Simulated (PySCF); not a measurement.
Precursor series Zn OH-NH2. Gas-phase values, no solvent. One relaxed conformer stands for each flexible species; it need not be the lowest.

The HOMO from two functionals at the same geometries (PBE-D3(BJ)/def2-SVP), both in PySCF: PBE-D3(BJ)/def2-TZVP and B3LYP-D3(BJ)/def2-TZVP. B3LYP has the VWN-RPA correlation part, as in Gaussian. 

```
species                                 PBE-D3(BJ)/def2-TZVP (eV)  B3LYP-D3(BJ)/def2-TZVP (eV)
--------------------------------------  -------------------------  ---------------------------
0 of 2 OH replaced by NH2 ([Zn(OH)2])                       -6.77                        -8.17
1 of 2 OH replaced by NH2                                   -5.89                        -7.02
2 of 2 OH replaced by NH2 ([Zn(NH2)2])                      -5.53                        -6.63
```

Over these rows, drawn at random from the members with no instability flagged (it was tested for open shells, ions and some series alone), PBE minus B3LYP-D3(BJ): mean +1.21 eV, from +1.10 eV to +1.40 eV.
